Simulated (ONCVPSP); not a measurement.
**What one change does to a pseudopotential (arsenic, ONCV)**

As, optimised norm-conserving Vanderbilt (ONCV), made with ONCVPSP 4.0.1 (PBE, fully relativistic). Core [Ne], reference 3s2 3p6 3d10 4s2 4p2.5 (charge +0.5). Waves: 3s+4s: rc 1.10 bohr, ncon 4, nbas 8, qcut 13.9 1/bohr, 2 projectors; 3p+4p: rc 1.00 bohr, ncon 4, nbas 7, qcut 12.3 1/bohr, 2 projectors; 3d: rc 1.00 bohr, ncon 4, nbas 9, qcut 17.2 1/bohr, 2 projectors, debl 3 Ha. Local part: polynomial inside 0.75 bohr (lpopt 4, dvloc0 6 Ha). Core correction: Teter function, fcfact 5, rcfact 1.35.

Open shells are filled in proportion to 2j + 1.

Change: all radii but the core radius scaled by about 0.84 (s 0.92, p 0.84, d 0.84 bohr); local potential polynomial inside 0.62 bohr (lpopt 4, dvloc0 6 Ha).

Cutoffs: the cutoffs (Ha) at which the residual kinetic energy of the hardest occupied pseudo-wave falls to 1 and 0.1 mHa per electron; they do not see the model core or the augmentation charge, which bear on the density cutoff. Errors are all-electron minus pseudo energies relative to the spin-unpolarised reference configuration.

Predict the effect on cutoff, ghosts and configuration errors.

The potential gets harder (113 Ha and 125 Ha → 129 Ha and 143 Ha); of the 4 tests that both files solve, the error grows in 1 and shrinks in 1 by more than 15 % and 0.3 meV (median size 0.5 → 1.1 meV); neither file shows a bound ghost. A smaller radius makes the pseudo-wave follow the all-electron one further in, where it bends more sharply, so more plane waves are needed.

```csv
quantity,base,changed
"cutoff, loose",113 Ha,129 Ha
"cutoff, tight",125 Ha,143 Ha
loose cutoff by channel,"s 55 Ha, p 62 Ha, d 113 Ha","s 71 Ha, p 64 Ha, d 129 Ha"
bound ghosts,none,none
GHOST(+) flags under 300 eV,none,none
"error for 3s2 3p6 3d10 4s2 4p3, meV [ΔE -3.56 eV]",-0.2,-0.3
"error for 3s2 3p6 3d10 4s2 4p2, meV [ΔE 5.60 eV]",+0.2,+0.5
"error for 3s2 3p6 3d10 4s2 4p1, meV [ΔE 23.52 eV]",+0.9,+1.8
"error for 3s2 3p6 3d9 4s2 4p3, meV [ΔE 47.27 eV]",+101,+54
"rms error of d²Exc/dni dnj with the model core, mHa",6.37,6.66
```
